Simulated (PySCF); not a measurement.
**A survey of ¹⁹F NMR shifts**

All values are calculated (PySCF 2.14.0 with density-fitted response routines): GFN2-xTB geometry, σ from GIAO-PBE0/pcSseg-1. Averaged over atoms made equivalent by symmetry, fast rotation or ring inversion, in vacuum, one computed conformer, non-relativistic.

Shieldings were converted by a linear fit to measured shifts: ¹⁹F: δ = 146.13 − 0.903σ +14.6 on sp3 carbon (rms 6.0 ppm, 223 shifts, 7.0 ppm with the 5 outliers that the fit left out vs CFCl3, solution or neat liquid). Occasional misses reach two or three times the rms, and more in compound classes unlike the fitted ones.

Give the ¹⁹F shifts of `CS/C(=C\F)[C@H](C)CF`, `CCc1sncc1F`, `C=C(C)[Si@@H](S)C(C)(F)F`, `C=C1C=CC=CC(C(F)(F)F)=C1`, `Cc1cccc(C(F)=C(F)F)c1`.

## Answers


```json
{"compound": "[CH3:1][S:2]/[C:3](=[CH:4]\\[F:5])[C@H:6]([CH3:7])[CH2:8][F:9]", "environment": "F5: vinylic fluorine", "δ (ppm)": "-149.4"}
{"compound": "[CH3:1][S:2]/[C:3](=[CH:4]\\[F:5])[C@H:6]([CH3:7])[CH2:8][F:9]", "environment": "F9: fluorine on an sp3 carbon", "δ (ppm)": "-228.4"}
{"compound": "CCc1sncc1F", "environment": "aryl fluorine", "δ (ppm)": "-156.7"}
{"compound": "[CH2:1]=[C:2]([CH3:3])[Si@@H:4]([SH:5])[C:6]([CH3:7])([F:8])[F:9]", "environment": "F9: fluorine of a CF2 group", "δ (ppm)": "-107.2"}
{"compound": "[CH2:1]=[C:2]([CH3:3])[Si@@H:4]([SH:5])[C:6]([CH3:7])([F:8])[F:9]", "environment": "F8: fluorine of a CF2 group", "δ (ppm)": "-110.6"}
{"compound": "C=C1C=CC=CC(C(F)(F)F)=C1", "environment": "fluorine of a CF3 group (×3)", "δ (ppm)": "-71.3"}
{"compound": "[CH3:1][c:2]1[cH:3][cH:4][cH:5][c:6]([C:7]([F:8])=[C:9]([F:10])[F:11])[cH:12]1", "environment": "F10: vinylic fluorine", "δ (ppm)": "-96.9"}
{"compound": "[CH3:1][c:2]1[cH:3][cH:4][cH:5][c:6]([C:7]([F:8])=[C:9]([F:10])[F:11])[cH:12]1", "environment": "F11: vinylic fluorine", "δ (ppm)": "-111.5"}
{"compound": "[CH3:1][c:2]1[cH:3][cH:4][cH:5][c:6]([C:7]([F:8])=[C:9]([F:10])[F:11])[cH:12]1", "environment": "F8: vinylic fluorine", "δ (ppm)": "-189.5"}
```
